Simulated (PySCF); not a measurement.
**Carbon: a sound run and one with changed settings**

Sound run: C⁺ [He] 2s2 2p1, C²⁺ [He] 2s2. All numbers are calculated (PySCF 2.14, the spin-free X2C one-electron Hamiltonian (Gaussian nucleus), in x2c-SVPall). The sound run starts from symmetry-adapted Hartree-Fock orbitals and uses a fine grid where one is needed.

A second run was set up differently.

```
species  method  sound run (hartree)  changed run (hartree)  converged
     C⁺     UHF            -37.25916              -37.25916        yes
     C⁺     LDA            -37.00542              -37.03511        yes
     C⁺     PBE            -37.34119              -37.37061        yes
    C²⁺     UHF            -36.36599              -36.36599        yes
    C²⁺     LDA            -36.09084              -36.10608        yes
    C²⁺     PBE            -36.42252              -36.44189        yes
```

Ionisation energy of C⁺:

```
method  sound run (eV)  changed run (eV)
   UHF          24.304            24.304
   LDA          24.887            25.280
   PBE          24.998            25.272
```

Task: What was changed?
A. a valence shell is frozen
B. all electrons correlated in a valence basis
C. radial grid too coarse
D. level shift left on

Result: C. It used radial step 0.8 in ln r (0.13 in the sound run). A coarse radial grid mis-integrates the density and the exchange-correlation energy, with errors of either sign; Hartree-Fock needs no grid.
